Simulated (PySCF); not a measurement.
# `InChI=1S/C3H8F2N2Si/c4-1-2(5)3(1)7-8-6/h1-3,7H,6,8H2/t1-,2+,3-`

Geometry:
```
atom   x (Å)   y (Å)   z (Å)
  N1   2.628   0.780   0.465
 Si2   1.800  -0.702   0.186
  N3   0.192  -0.506   0.788
  C4  -0.976  -0.595   0.009
  C5  -1.658   0.658  -0.522
  F6  -1.099   1.857  -0.203
  C7  -2.295  -0.149   0.581
  F8  -2.304   0.371   1.836
  H9   2.189   1.647   0.195
 H10   3.621   0.831   0.313
 H11   1.658  -1.144  -1.209
 H12   2.489  -1.706   0.998
 H13   0.075   0.114   1.576
 H14  -0.989  -1.456  -0.648
 H15  -2.123   0.700  -1.499
 H16  -3.215  -0.689   0.389
```

Level of theory: TDDFT wB97X-D/def2-SVPD circular dichroism and optical rotation, one conformer, gas phase in PySCF. Geometry: GFN2-xTB.

The molecule is flexible and this is one conformer; a measurement averages over conformers.

Draw the ECD and absorption spectra from the lowest 12 states, each a Gaussian of half-width 0.2 eV at 1/e height.


```
E (eV)  λ (nm)  Δε (L mol⁻¹ cm⁻¹)  ε (L mol⁻¹ cm⁻¹)
  5.39     230               0.00              1.03
  5.49     226              -0.01              9.73
  5.59     222              -0.09                56
  5.69     218              -0.30               195
  5.79     214              -0.64               414
  5.89     210              -0.82               531
  5.99     207              -0.64               414
  6.09     204              -0.32               196
  6.19     200              -0.34              66.8
  6.29     197              -1.87              89.1
  6.39     194              -8.26               355
  6.49     191             -22.24               961
  6.59     188             -36.14              1630
  6.69     185             -34.65              1920
  6.79     183             -17.34              2070
  6.89     180              -0.86              2480
  6.99     177              +1.96              2580
  7.09     175              -7.95              2080
  7.19     172             -19.09              1640
  7.29     170             -21.71              1560
  7.39     168             -17.52              1640
  7.49     165             -11.64              1940
  7.59     163              -5.31              2250
  7.69     161              -0.83              2080
  7.79     159              -0.71              1780
  7.89     157              -3.97              2050
  7.99     155              -8.63              2670
  8.09     153             -10.63              3310
  8.19     151              -1.06              4100
```
Δε uses R in velocity form, ε uses f in length form. Only the states computed contribute, so the short-wavelength end is incomplete.
